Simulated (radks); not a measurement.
Results of a calculation; reference values are marked as such.
Correlation energies from several functionals, in hartree. Species: Kr [Kr]; Yb+ [Xe] 4f14 6s1; Ar [Ar]. Level of theory: non-relativistic Kohn-Sham, LDA (Slater exchange, Perdew-Wang correlation), spin-polarised, spherical densities, point nucleus (a radial shooting solver on a logarithmic mesh with Libxc functionals). Every spin shell is full or empty, so the densities are truly spherical. Functionals are evaluated on that one density, not self-consistently.

| functional | Kr | Yb+ | Ar |
|---|---|---|---|
| PW92 | -3.2683 | -7.0709 | -1.4232 |
| Wigner | -1.9084 | -3.7069 | -0.92980 |
| PBEsol | -2.0131 | -4.6072 | -0.81653 |
| P86 | -2.0046 | -4.6202 | -0.79889 |
| OP (B88) | -1.6891 | -3.6270 | -0.72556 |
| TPSS | -1.7660 | -4.1014 | -0.70769 |
| SCAN | -1.7599 | -4.1697 | -0.69222 |
| Tao-Mo | -1.6838 | -4.0059 | -0.64897 |
